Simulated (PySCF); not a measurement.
Isomers of C3H10BNO2, mass 103.080 u with the commonest isotopes. Method used: PBE0-D3(BJ)/def2-SVP geometry optimisation, gas phase (PySCF 2.14.0). One conformer each, none proved a minimum here; rigid rotors.

Problem. Order these by out-of-plane moment Σ m c² = (Ia + Ib − Ic)/2, largest first.
A. `[BH3-:1][NH2+:2][CH2:3][O:4][C:5]([CH3:6])=[O:7]` with B1–N2–C3–O4 172°, N2–C3–O4–C5 70°, C3–O4–C5–C6 176°
B. `[CH3:1][O:2][B:3]([CH2:4][NH2:5])[O:6][CH3:7]` with C1–O2–B3–C4 4°, O2–B3–C4–N5 52°, B3–C4–N5–H 65° and -178°, O2–B3–O6–C7 2°
C. `[CH3:1][O+:2]([CH3:3])[BH2-:4][NH:5][CH:6]=[O:7]` with C1–O2–B4–N5 158°, O2–B4–N5–C6 -74°, B4–N5–C6–O7 9°

Solution. C (44.90 u·Å²), A (17.22 u·Å²), B (14.29 u·Å²).

Problem. Order these by rotational constant B, largest first.
A. `[BH3-:1][NH2+:2][CH2:3][O:4][C:5]([CH3:6])=[O:7]` with B1–N2–C3–O4 172°, N2–C3–O4–C5 70°, C3–O4–C5–C6 176°
B. `[CH3:1][O:2][B:3]([CH2:4][NH2:5])[O:6][CH3:7]` with C1–O2–B3–C4 4°, O2–B3–C4–N5 52°, B3–C4–N5–H 65° and -178°, O2–B3–O6–C7 2°
C. `[CH3:1][O+:2]([CH3:3])[BH2-:4][NH:5][CH:6]=[O:7]` with C1–O2–B4–N5 158°, O2–B4–N5–C6 -74°, B4–N5–C6–O7 9°

Solution. B (1892 MHz), C (1588 MHz), A (1361 MHz).

Problem. Order these by rotational constant C, largest first.
A. `[CH3:1][O:2][B:3]([CH2:4][NH2:5])[O:6][CH3:7]` with C1–O2–B3–C4 4°, O2–B3–C4–N5 52°, B3–C4–N5–H 65° and -178°, O2–B3–O6–C7 2°
B. `[BH3-:1][NH2+:2][CH2:3][O:4][C:5]([CH3:6])=[O:7]` with B1–N2–C3–O4 172°, N2–C3–O4–C5 70°, C3–O4–C5–C6 176°
C. `[CH3:1][O+:2]([CH3:3])[BH2-:4][NH:5][CH:6]=[O:7]` with C1–O2–B4–N5 158°, O2–B4–N5–C6 -74°, B4–N5–C6–O7 9°

Solution. C (1464 MHz), A (1324 MHz), B (1237 MHz).

| SMILES | point group | Ia (u·Å²) | Ib (u·Å²) | Ic (u·Å²) | κ | μa (D) | μb (D) | μc (D) |
| --- | --- | --- | --- | --- | --- | --- | --- | --- |
| [BH3-][NH2+]COC(C)=O | C1 | 71.60 | 371.27 | 408.42 | -0.96 | 6.01 | 1.97 | 1.45 |
| C[O+](C)[BH2-]NC=O | C1 | 116.79 | 318.31 | 345.30 | -0.91 | 4.22 | 2.63 | 1.65 |
| COB(CN)OC | C1 | 143.07 | 267.15 | 381.64 | -0.49 | 0.62 | 0.18 | 0.11 |
